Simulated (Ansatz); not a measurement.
A structure relaxed at PBE0-D4/def2-TZVP, charge 0, multiplicity 1:

Cartesian coordinates in Å:
```
N -1.172 -1.386 -0.386
Sn 0.352 -0.085 -0.268
O 1.230 -0.607 1.404
S -0.377 2.202 -0.040
H -1.547 -1.614 0.526
H -1.935 -1.094 -0.983
H 1.427 -0.239 -1.577
H 1.321 0.138 2.003
H 0.701 2.686 -0.679
```

(1) Give its formula and SMILES.

(2) Summarise the bond lengths by kind.

Answers

(1) H5NOSSn, `[NH2][SnH]([OH])[SH]`.

(2) 1 × N–Sn 2.007 Å; 2 × H–N 1.012 Å; 1 × O–Sn 1.960 Å; 1 × S–Sn 2.411 Å; 1 × H–Sn 1.701 Å; 1 × H–O 0.961 Å; 1 × H–S 1.344 Å.

Program: Ansatz 0.2.0.
